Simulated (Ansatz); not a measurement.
**A basis-limit estimate, worked out**

An elementary step of SiH$_{4}$SF$_{2}$, singlet (SiH₂SF₂ ([F][SiH]([F])[SH]) + H₂ → SiH₂F₂ ([F][SiH2][F]) + H₂S; bonds formed: Si1–H7, S2–H6; bonds broken: Si1–S2, H6–H7). “Start” is the structure reached by relaxing down from the saddle towards the reactants; PBE0-D4/def2-TZVP structures. The saddle:

```xyz
8
angstrom
Si -0.5194 0.2332 0.3882
S 1.6754 0.3804 -0.5874
F -2.0565 -0.1995 0.5902
F -0.7178 1.7783 0.1005
H 0.0278 -0.3114 1.6374
H 0.2024 -0.4152 -1.0964
H -0.7076 -0.7021 -1.0129
H 2.0956 -0.7635 -0.0194
```

Program: Ansatz 0.2.0. Basis: def2-TZVPP and def2-QZVPP. Cores are frozen in the correlated methods.

Energies in eV:

| quantity | saddle | start |
| --- | --- | --- |
| Hartree–Fock, triple zeta (X = 3) | -24158.69941 | -24161.78604 |
| Hartree–Fock, quadruple zeta (X = 4) | -24159.54323 | -24162.63728 |
| MP2 correlation, X = 3 | -23.05132 | -22.46095 |
| MP2 correlation, X = 4 | -25.15540 | -24.54200 |
| CCSD(T) correlation, X = 3 | -24.70509 | -24.12091 |

(1) Work out the barrier at the basis limit: extrapolate Hartree–Fock as E(X) = E∞ + A exp(−7.88 √X) and the MP2 correlation as E(X) = E∞ + B X^−2.97 (the exponents that Neese and Valeev fitted for def2-TZVPP and QZVPP), then add CCSD(T) − MP2 in triple zeta.

T1 diagnostic: at most 0.013.

Answers

(1) Each step is linear, so take the differences first (saddle − start): Hartree–Fock 3.08663 (X = 3) and 3.09405 (X = 4); MP2 correlation -0.59037 and -0.61340; CCSD(T) correlation -0.58418.
Two points give E∞ = E(4) + w [E(4) − E(3)], with w = 1/(exp(7.88 (2 − √3)) − 1) = 0.1377 for Hartree–Fock and w = 1/((4/3)^2.97 − 1) = 0.7407 for the correlation.
Hartree–Fock: 3.09405 + 0.1377 × 0.00742 = 3.0951 eV.
MP2 correlation: -0.61340 + 0.7407 × (-0.02303) = -0.6305 eV.
CCSD(T) − MP2: -0.58418 − (-0.59037) = 0.0062 eV.
Sum: 3.0951 + (-0.6305) + 0.0062 = 2.4708 eV, or 56.98 kcal/mol. Plain CCSD(T) in triple zeta gives 2.5025 eV, so the larger basis shifts the result by -0.0317 eV.

Labels in which every atom is bracketed show which atoms are joined, not bond orders.

For scale, one of the runs: CCSD(T)/def2-TZVPP, 202 basis functions, launched by `ansatz run in.yaml --threads 4 --pin off --events-out ev --progress --plain --max-ram 9574MiB`. Hardware: 4 CPU threads of an Arm Neoverse V2, shared host. Wall time 50 s; peak host memory 2.5 GiB.
